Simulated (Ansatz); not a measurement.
`[SiH3][N]1C[NH][AlH]1`. Charge 0, multiplicity 1.

```xyz
12

Si    1.7612    0.4584   -0.5986
N     0.1881    0.2679    0.0338
C    -0.6402   -0.9409   -0.1282
N    -1.8522   -0.5596    0.5954
Al   -1.1454    1.0113    0.9743
H     2.2393    1.8123   -0.2117
H     2.7182   -0.5591   -0.0709
H     1.7986    0.3419   -2.0868
H    -0.1493   -1.8219    0.3119
H    -0.8352   -1.1505   -1.1906
H    -2.6098   -1.2129    0.6481
H    -1.4733    2.3532    1.7233
```

List the harmonic frequencies (cm⁻¹, unscaled) at PBE0-D4/def2-TZVP in Ansatz. (An estimate is asked.)

Computed: 85, 115, 165, 259, 360, 451, 479, 556, 598, 706, 718, 815, 930, 950, 973, 985, 1034, 1087, 1174, 1178, 1220, 1370, 1528, 1985, 2177, 2190, 2221, 2970, 2996, 3715.

Is this a minimum?

Yes, all 30 modes are real.

Give the ideal-gas thermochemistry at 298.15 K and 1 bar (rigid rotor, harmonic oscillator; point group Cs, symmetry number 1).

Zero-point energy 215.3 kJ/mol; H(298) − E = 236.6 kJ/mol; entropy 347.4 J/(mol·K), of which translation 166.6, rotation 112.8, vibration 68.0; G(298) − E = 133.0 kJ/mol. Modes under 100 cm⁻¹ are hindered rotations or soft bends, so the harmonic entropy is rough.

And at 400, 500, 600, 800 and 1000 K?


```tsv
T (K)	H − E (kJ/mol)	S (J/mol/K)	G − E (kJ/mol)
400	249.6	384.8	95.7
500	264.8	418.6	55.5
600	282.0	449.8	12.1
800	320.7	505.3	-83.6
1000	363.8	553.3	-189.5
```
